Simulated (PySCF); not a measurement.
PySCF input for Cd(H)(SH) (CdH2S), SMILES [CdH][SH], PBE0-D3(BJ)/def2-TZVP. Geometry: PBE0-D3(BJ)/def2-TZVP. The def2 effective core potentials stand for the cores of Cd; spin–orbit coupling is left out.

```python
import numpy as np
from pyscf import gto, scf, dft, df
from pyscf.hessian import thermo

mol = gto.M(
    atom='''
    Cd    0.00022877    0.58068653   -0.00000000
    H     0.03317298    2.24312520    0.00000000
    S    -0.08131281   -1.76410742    0.00000000
    H     1.25685078   -1.89035981    0.00000000
    ''',
    basis='def2-TZVP',
    ecp={'Cd': 'def2-tzvp'},
    charge=0,
    spin=0,
    max_memory=1600,
    verbose=3,
)
mf = dft.RKS(mol, xc='pbe0').density_fit(auxbasis='def2-universal-jkfit')
mf.disp = 'd3bj'
mf.grids.level = 3
mf.conv_tol = 1e-11
mf.max_cycle = 100
mf.kernel()

# [left out here: the lines that compute and print the analytic Hessian (its translational invariance restored by hand, since the grid's response is missing), thermochemistry and intensities]
```

Program output:

```
converged SCF energy = -567.041416944993

WARN: DFTD3 does not support analytical Hessian, using finite difference


WARN: Mole.unit (angstrom) is changed to Bohr

Mode                                 0                   1                   2
Irrep
Freq [cm^-1]                      349.5731            410.6668            428.1908
Reduced mass [au]                  17.1351              1.0416              1.0487
Force const [Dyne/A]                1.2337              0.1035              0.1133
Char temp [K]                     502.9579            590.8581            616.0713
Normal mode                   x     y     z       x     y     z       x     y     z
       0  Cd                 0.00  0.04  0.00    0.01 -0.00 -0.00   -0.00  0.00 -0.01
       1   H                -0.03  0.05 -0.00   -0.94  0.02  0.00    0.00 -0.00  0.98
       2   S                -0.00 -0.15 -0.00   -0.01  0.02  0.00    0.00 -0.00  0.02
       3   H                -0.01 -0.17 -0.00   -0.05 -0.28  0.00    0.00  0.00  0.02
Mode                                 3                   4                   5
Irrep
Freq [cm^-1]                      637.2470           1850.0446           2704.6398
Reduced mass [au]                   1.0688              1.0171              1.0382
Force const [Dyne/A]                0.2557              2.0510              4.4747
Char temp [K]                     916.8566           2661.8023           3891.3745
Normal mode                   x     y     z       x     y     z       x     y     z
       0  Cd                 0.01  0.00  0.00   -0.00 -0.01 -0.00    0.00 -0.00  0.00
       1   H                -0.27  0.01 -0.00    0.02  0.99  0.00   -0.00  0.00 -0.00
       2   S                -0.03 -0.03 -0.00    0.00  0.00  0.00    0.03 -0.00 -0.00
       3   H                 0.08  0.92 -0.00    0.00 -0.00  0.00   -0.98  0.10 -0.00
temperature 298.1500 [K]
pressure 101325.00 [Pa]
Rotational constants [GHz] 287.94910 3.46555 3.42433
Symmetry number 1
Zero-point energy (ZPE) 0.01454 [Eh]   38163.041 [J/mol]
                           tot       elec      trans        rot        vib
Entropy [J/mol/K]       277.292      0.000    170.942     92.337     14.014
Cv [J/mol/K]             47.569      0.000     12.472     12.472     22.626
Cp [J/mol/K]             55.884      0.000     20.786     12.472     22.626
Internal energy [J/mol]                      3718.434   3718.434  41013.123
Internal energy [Eh]   -567.02296  -567.04142
Enthalpy [J/mol]                             6197.391   3718.434  41013.123
Enthalpy [Eh]          -567.02202
Gibbs free energy [J/mol]                  -44768.849 -23811.730  36834.782
Gibbs free energy [Eh] -567.05351
static polarisability / bohr^3: [[38.94  -0.076  0.   ]
 [-0.076 72.044 -0.   ]
 [-0.     0.    37.912]]
largest difference of analytic and finite-field dipole derivatives / e: 0.001443610732693168
mode   freq/cm-1   IR/(km/mol)   Raman/(A^4/amu)   depolarisation
   1      349.57        19.105            14.127            0.239
   2      410.67        69.532             8.830            0.750
   3      428.19        52.326             5.687            0.750
   4      637.25         5.852             1.088            0.450
   5     1850.04       171.338           304.689            0.258
   6     2704.64         0.818           122.014            0.266
max |gradient| / (hartree/bohr): 3.1936736524384905e-05
APT charges: [ 0.731  -0.2985 -0.475   0.0425]
```

The run converged.

Cost: roughly 70 core-seconds.
